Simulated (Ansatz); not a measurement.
Consider the redistribution: `[AlH2][SiH]1C[SiH2]1` + `[AlH2][CH](S)[GeH3]` → `[AlH2][CH]([AlH2])[GeH3]` + `S[SiH]1C[SiH2]1`.

Program: Ansatz. Geometries: PBE0-D4/def2-TZVP. ΔE: electronic, gas phase. CCSD(T)/CBS is the MP2 limit (def2-TZVPP, def2-QZVPP) plus CCSD(T) − MP2 in def2-TZVPP, frozen cores. DFT in def2-TZVPP. B3LYP here is the variant with VWN-RPA as its local correlation; programs differ in this. For Ge outer-core shells are correlated without core-valence functions, which leaves a few kJ/mol of doubt a bond. Scalar relativity is left out up to krypton. One conformer a species, not always the lowest.

```csv
level,ΔE (kcal/mol)
r2SCAN-D4,-22.1
PBE0-D4,-20.5
B2PLYP,-24.3
B3LYP,-23.8
CCSD/def2-TZVPP,-24.7
CCSD(T)/def2-TZVPP,-23.0
MP2/def2-QZVPP,-24.9
HF/CBS(def2),-32.1
```

**Question.** What does CCSD(T)/CBS give? (Estimate.)

**Answer.** The calculation gave: -23.1 kcal/mol. The listed levels differ from it by 1.0, 2.6, -1.2, -0.7, -1.6, 0.1, -1.8, -9.0 kcal/mol.

Largest T1 diagnostic among the species: 0.015.

The D4 term adds +0.8 kcal/mol with B3LYP and +0.3 kcal/mol with PBE0; it sums over pairs of atoms, weighted by their polarisabilities, and B3LYP, whose exchange is more repulsive, gets the larger term. In def2-TZVPP, CCSD(T) changes the Hartree–Fock value by +9.0 kcal/mol (the triples alone add +1.7 kcal/mol) and MP2 by +7.2 kcal/mol. From PBE to PBE0 (25 % exact exchange), in def2-TZVPP and without D4, ΔE moves by −2.7 kcal/mol.
